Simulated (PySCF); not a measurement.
Species: (CH3CH2)2CFCH3, C6H13F.
Geometry (GFN2-xTB, Å), atoms numbered from 1 in this order:
```
atom  x, y, z in Å
C1     1.8968    1.0090    0.4710
C2     1.2152   -0.3392    0.2621
C3     0.1181   -0.3201   -0.8091
C4    -0.4544   -1.7195   -1.0173
F5     0.7351    0.0375   -2.0176
C6    -0.9757    0.7286   -0.5776
C7    -1.7404    0.5641    0.7287
H8     2.2515    1.3998   -0.4797
H9     1.2179    1.7328    0.9143
H10    2.7498    0.8923    1.1355
H11    0.7834   -0.6936    1.1987
H12    1.9659   -1.0666   -0.0555
H13   -0.8837   -2.0965   -0.0945
H14    0.3372   -2.3939   -1.3359
H15   -1.2212   -1.6995   -1.7879
H16   -0.5121    1.7158   -0.6122
H17   -1.6713    0.6696   -1.4179
H18   -2.2311   -0.4043    0.7772
H19   -2.5054    1.3332    0.8028
H20   -1.0805    0.6611    1.5865
```

Method used: wB97X-D/def2-SVPD in PySCF (dipole) on a GFN2-xTB geometry, gas phase.

Take the most abundant isotopes and a rigid rotor. The values belong to one conformer with, in the numbering `[CH3:1][CH2:2][C:3]([CH3:4])([F:5])[CH2:6][CH3:7]`, C1–C2–C3–C4 177°, C2–C3–C6–C7 -60°.

(1) Give the principal moments of inertia and the rotational constants in MHz.

(2) What kind of rotor is it?

(3) What does the inertial defect say?

(4) Give the other two planar moments, Paa and Pbb, and the rms extents of the mass along the axes.

(5) Where do the levels up to J = 3 lie, in MHz?

(6) Which types of transition are allowed, and where do some lines up to J = 5 fall?

(7) Estimate the classical rotational partition function at 100 K, 298.15 K and 500 K.

## Answers

(1) Ia = 188.62, Ib = 216.11, Ic = 288.91 u·Å²; 505379 MHz·u·Å²/I gives A = 2679, B = 2339, C = 1749 MHz.

(2) An asymmetric top; Ray's κ = 0.267.

(3) Not planar: Δ = Ic − Ia − Ib = -115.82 u·Å². For a rigid frame Δ = −2 Σ m c², so Σ m c² = 57.91 u·Å² lies off the ab plane: 16.11 from hydrogen and 41.79 from heavier atoms. The atom farthest from that plane is 1.73 Å away.

(4) Paa = Σ m a² = (Ib + Ic − Ia)/2 = 158.20 and Pbb = Σ m b² = (Ia + Ic − Ib)/2 = 130.71 u·Å². With the mass M = 104.10 u, the rms extents √(P/M) along a, b and c are 1.23, 1.12, 0.75 Å.

(5) Above 0(0,0):
J = 1: 1(0,1) 4088, 1(1,1) 4429, 1(1,0) 5018
J = 2: 2(0,2) 11904, 2(1,2) 12015, 2(1,1) 13783, 2(2,1) 14805, 2(2,0) 15164
J = 3: 3(0,3) 23185, 3(1,3) 23209, 3(1,2) 26575, 3(2,2) 27069, 3(2,1) 28410, 3(3,1) 30431, 3(3,0) 30601

(6) The dipole components are |μa| = 1.01 D, |μb| = 1.06 D, |μc| = 1.24 D. The squared components, which scale the intensities, stand as 0.67 : 0.74 : 1.00 (a : b : c). Some lines, for components of 0.1 D or more:

```csv
type,branch,"J(Ka,Kc)",MHz,lower level (cm⁻¹)
c,Q,"5(3,3) ← 5(2,3)",543,2.250
b,Q,"2(1,1) ← 2(0,2)",1878,0.397
b,Q,"4(3,1) ← 4(2,2)",2107,1.534
a,Q,"5(3,2) ← 5(3,3)",2238,2.268
a,Q,"3(1,2) ← 3(1,3)",3366,0.774
b,R,"1(1,1) ← 0(0,0)",4429,0.000
a,Q,"5(2,3) ← 5(2,4)",4680,2.094
b,Q,"5(2,3) ← 5(1,4)",4717,2.093
a,Q,"4(1,3) ← 4(1,4)",5022,1.265
b,Q,"5(5,1) ← 5(4,2)",5040,2.420
b,R,"2(1,2) ← 1(0,1)",7927,0.136
c,R,"2(1,1) ← 1(0,1)",9695,0.136
a,R,"4(1,4) ← 3(1,3)",14726,0.774
b,R,"4(1,4) ← 3(0,3)",14750,0.773
b,R,"3(3,1) ← 2(2,0)",15267,0.506
c,R,"3(3,0) ← 2(2,0)",15437,0.506
b,R,"4(2,2) ← 3(3,1)",15562,1.015
a,R,"4(2,3) ← 3(2,2)",16045,0.903
b,R,"3(2,1) ← 2(1,2)",16395,0.401
b,R,"5(3,2) ← 4(4,1)",18890,1.713
b,R,"5(2,4) ← 4(1,3)",19824,1.433
b,R,"4(4,1) ← 3(3,0)",20751,1.021
b,R,"4(4,0) ← 3(3,1)",20988,1.015
a,R,"5(4,2) ← 4(4,1)",21210,1.713
b,R,"5(3,3) ← 4(2,2)",22011,1.534
c,R,"5(4,2) ← 4(3,2)",25333,1.575
c,R,"5(5,1) ← 4(4,1)",26249,1.713
b,R,"5(5,0) ← 4(4,1)",26273,1.713
```

(7) Point group C1, symmetry number σ = 1; q = (√π/σ)·√((kT/h)³/(ABC)), k/h = 20836.6 MHz/K: 50900 at 100 K, 262000 at 298.15 K, 569000 at 500 K.

Not checked by GFN2-xTB frequencies. No vibrational averaging or centrifugal distortion is included, and the geometry carries the error of its method. A rigid rotor knows nothing of internal rotation, which can split or shift real lines.
